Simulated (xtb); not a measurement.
C6H9O (SMILES O=C1C[CH]CCC1), doublet, at a GFN2-xTB geometry; xtb with GFN0-xTB.

Input for xtb:
```
$ xtb mol.xyz --gfn 0 --uhf 1 --acc 30 --json

# file mol.xyz
16

O     -0.95681355     0.20131402    -1.86622456
C     -0.81995460     0.09396599    -0.66925929
C     -0.68660874     1.30023976     0.26123098
C      0.77067646     1.15169514     0.37646530
C      1.27255642     0.00826442     1.17194038
C      0.87401466    -1.29884919     0.45123550
C     -0.60129775    -1.21925720     0.05490010
H     -1.00011768     2.21462533    -0.23542150
H     -1.21774724     1.14909270     1.19970155
H      1.40889838     1.62628220    -0.34826660
H      2.35516696     0.05010118     1.29024741
H      0.81056252     0.00753765     2.16444418
H      1.47944774    -1.40772024    -0.45044892
H      1.05612663    -2.16096624     1.09584592
H     -0.86317371    -2.04160412    -0.61128222
H     -1.23097369    -1.26421439     0.94589887
```

It wrote (shortened):

```
   ID    Z sym.   atoms
    1    8 O      1
    2    6 C      2-7
    3    1 H      8-16

           -------------------------------------------------
          |                Calculation Setup                |
           -------------------------------------------------

           -------------------------------------------------
          |                 G F N 0 - x T B                 |
           -------------------------------------------------

          ...................................................
          :                      SETUP                      :
          :.................................................:
          :  # basis functions                  46          :
          :  # atomic orbitals                  46          :
          :  # shells                           32          :
          :  # electrons                        39          :
          :  electronic temp.          300.0000000     K    :
          :  accuracy                   30.0000000          :
          :  -> integral cutoff          0.2000000E+02      :
          :  -> integral neglect         0.3000000E-06      :
          ...................................................

         :::::::::::::::::::::::::::::::::::::::::::::::::::::
         ::                     SUMMARY                     ::
         :::::::::::::::::::::::::::::::::::::::::::::::::::::
         :: total energy             -20.873411225809 Eh    ::
         :: gradient norm              0.032662375880 Eh/a0 ::
         :: HOMO-LUMO gap              2.514080798763 eV    ::
         ::.................................................::
         :: H0 energy                -21.094957539633 Eh    ::
         :: repulsion energy           0.291526271136 Eh    ::
         :: electrostat energy        -0.052167973980 Eh    ::
         :: -> Gsolv                   0.000000000000 Eh    ::
         ::    -> Gsasa                0.000000000000 Eh    ::
         ::    -> Gshift               0.000000000000 Eh    ::
         :: dispersion energy         -0.005322739545 Eh    ::
         :: short-range corr.         -0.012489243787 Eh    ::
         :: add. restraining           0.000000000000 Eh    ::
         :: total charge               0.000000000000 e     ::
         :::::::::::::::::::::::::::::::::::::::::::::::::::::

           -------------------------------------------------
          |                Property Printout                |
           -------------------------------------------------

    * Orbital Energies and Occupations

         #    Occupation            Energy/Eh            Energy/eV
      -------------------------------------------------------------
         1        2.0000           -0.6861407             -18.6708
       ...           ...                  ...                  ...
         8        2.0000           -0.5615274             -15.2799
         9        2.0000           -0.5531352             -15.0516
        10        2.0000           -0.5374997             -14.6261
        11        2.0000           -0.5294364             -14.4067
        12        2.0000           -0.5184046             -14.1065
        13        2.0000           -0.5057049             -13.7609
        14        2.0000           -0.4980736             -13.5533
        15        2.0000           -0.4927385             -13.4081
        16        2.0000           -0.4846491             -13.1880
        17        2.0000           -0.4771006             -12.9826
        18        2.0000           -0.4654728             -12.6662
        19        2.0000           -0.4099516             -11.1553
        20        1.0000           -0.3463880              -9.4257 (HOMO)
        21                         -0.2539973              -6.9116 (LUMO)
        22                         -0.1437657              -3.9121
        23                         -0.1364475              -3.7129
        24                         -0.1349120              -3.6711
        25                         -0.1220359              -3.3208
        26                         -0.1025508              -2.7905
        27                         -0.1016184              -2.7652
        28                         -0.0880691              -2.3965
        29                         -0.0744439              -2.0257
        30                         -0.0586654              -1.5964
        31                          0.0115179               0.3134
       ...                                ...                  ...
        46                          0.4806817              13.0800
      -------------------------------------------------------------
                  HL-Gap            0.0923908 Eh            2.5141 eV
             Fermi-level            0.0000000 Eh            0.0000 eV

     #   Z          covCN         q      C6AA      α(0)
     1   8 O        0.856    -0.551    24.873     6.692
     2   6 C        2.983     0.430    20.878     7.472
     3   6 C        3.809    -0.189    27.073     7.497
     4   6 C        3.060    -0.151    33.492     9.462
     5   6 C        3.806    -0.106    25.214     7.236
     6   6 C        3.811    -0.152    26.221     7.378
     7   6 C        3.806    -0.221    27.842     7.603
     8   1 H        0.925     0.128     1.553     1.949
     9   1 H        0.925     0.089     1.884     2.147
    10   1 H        0.926     0.132     1.520     1.928
    11   1 H        0.925     0.082     1.962     2.190
    12   1 H        0.924     0.088     1.897     2.154
    13   1 H        0.924     0.114     1.659     2.015
    14   1 H        0.924     0.088     1.902     2.157
    15   1 H        0.924     0.129     1.539     1.940
    16   1 H        0.924     0.091     1.870     2.138

 Mol. C6AA /au·bohr⁶  :       2282.360725
 Mol. C8AA /au·bohr⁸  :      52883.309951
 Mol. α(0) /au        :         71.957576

Wiberg/Mayer (AO) data.
largest (>0.10) Wiberg bond orders for each atom

 ---------------------------------------------------------------------------
     #   Z sym  total        # sym  WBO       # sym  WBO       # sym  WBO
 ---------------------------------------------------------------------------
     1   8 O    2.107 --     2 C    1.795     4 C    0.151
     2   6 C    3.870 --     1 O    1.795     7 C    0.974     3 C    0.881
                             4 C    0.192
     3   6 C    3.990 --     4 C    1.094     8 H    0.971     9 H    0.964
                             2 C    0.881
     4   6 C    3.570 --     3 C    1.094     5 C    1.070    10 H    0.980
                             2 C    0.192     1 O    0.151
     5   6 C    3.990 --     4 C    1.070    11 H    0.975    12 H    0.966
                             6 C    0.957
     6   6 C    3.986 --     7 C    0.995    13 H    0.977    14 H    0.976
                             5 C    0.957
     7   6 C    3.990 --     6 C    0.995     2 C    0.974    15 H    0.971
                            16 H    0.969
     8   1 H    0.989 --     3 C    0.971
     9   1 H    0.980 --     3 C    0.964
    10   1 H    0.986 --     4 C    0.980
    11   1 H    0.984 --     5 C    0.975
    12   1 H    0.982 --     5 C    0.966
    13   1 H    0.984 --     6 C    0.977
    14   1 H    0.982 --     6 C    0.976
    15   1 H    0.988 --     7 C    0.971
    16   1 H    0.979 --     7 C    0.969
 ---------------------------------------------------------------------------

Topologies differ in total number of bonds
Writing topology from bond orders to xtbtopo.mol

 dipole moment from electron density (au)
     X       Y       Z
   0.1258  -0.3730   1.0389  total (Debye):    2.824

           -------------------------------------------------
          | TOTAL ENERGY              -20.873411225809 Eh   |
          | GRADIENT NORM               0.032662375880 Eh/α |
          | HOMO-LUMO GAP               2.514080798763 eV   |
           -------------------------------------------------

normal termination of xtb
```
